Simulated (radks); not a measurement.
Ionisation of neutral samarium, [Xe] 4f6 6s2, to [Xe] 4f6 6s1 as the strength of local exchange is varied. Calculated with a radial shooting solver on a logarithmic mesh with Libxc functionals: scalar-relativistic Kohn-Sham, Slater X-alpha exchange (alpha = 2/3 is LDA exchange), no correlation, spin-unpolarised, spherical densities, point nucleus.

alpha,E(Sm) (hartree),exchange (hartree),IE (eV),-e of the level emptied (eV),<r> of it (bohr)
0.667,-10413.9961,-221.9268,5.305,2.924 (6s),4.386
0.744,-10439.7400,-248.1909,5.655,3.240 (6s),4.295
0.86,-10478.6486,-287.9993,6.214,3.754 (6s),4.160
0.921,-10499.1695,-309.0495,6.521,4.039 (6s),4.092

NIST Atomic Spectra Database: 5.644 eV (measured). The Delta-SCF value meets it near alpha = 0.74. Spin polarisation and multiplet splitting are left out, so open shells lie too high by an amount that depends on their filling. Spin-orbit splitting is averaged out at the scalar-relativistic level.

Beside tabulated values, note that spin-unpolarised runs miss the spin-polarisation part of the exchange energy of open shells.
